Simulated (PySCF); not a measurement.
Computed shifts of a molecule C2H6O2Si, PBE0/pcSseg-1 (PySCF), GIAO, gas phase, atoms alike by connectivity averaged where their shifts nearly agree, in ppm (number of nuclei): ²⁹Si: -33.0 (1). ¹³C: 181.5 (1), 24.5 (1). ¹H: 5.03 (3), 2.40 (3). References: ²⁹Si against TMS (σ = 352.7 ppm); ¹⁷O against H2O (σ = 334.2 ppm); ¹³C against TMS (σ = 186.3 ppm); ¹H against TMS (σ = 31.56 ppm), references at their B3LYP-D3(BJ)/def2-TZVP geometries, non-relativistic. Geometry optimised at r2SCAN-D4/def2-SVP. Other conformers were not sampled.

Q: Which molecule gave these data?
(A) CC(=O)O[SiH3]
(B) O=C[SiH2]CO
(C) CC1O[SiH2]O1
(D) O[Si@H]1CCO1

A: A, CC(=O)O[SiH3]
